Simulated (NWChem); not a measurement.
Species: AlHSClF; SMILES [F][Al]([SH])[Cl]

```xyz
5

Al     0.3433     0.0304     0.0000
Cl    -0.6617     1.8520     0.0000
F      2.0005     0.0215     0.0000
S     -0.7273    -1.8443     0.0000
H      0.4190    -2.5636     0.0000
```
Atoms are numbered in this order, from 1.

Results from NWChem. All runs use the structure optimised with PBE0/def2-SVP. Vertical excitations in the gas phase; the lowest state need not have the same character in each row.

Task: Order these by “lowest excitation, singlet (eV)”, lowest first: BHandHLYP/def2-SVP, TDA; PBE0/def2-SVP, TDA; PBE/def2-SVP, TDA; B3LYP/def2-SVP, TDA.

Result: PBE/def2-SVP, TDA (5.30), B3LYP/def2-SVP, TDA (5.66), PBE0/def2-SVP, TDA (5.90), BHandHLYP/def2-SVP, TDA (6.26)
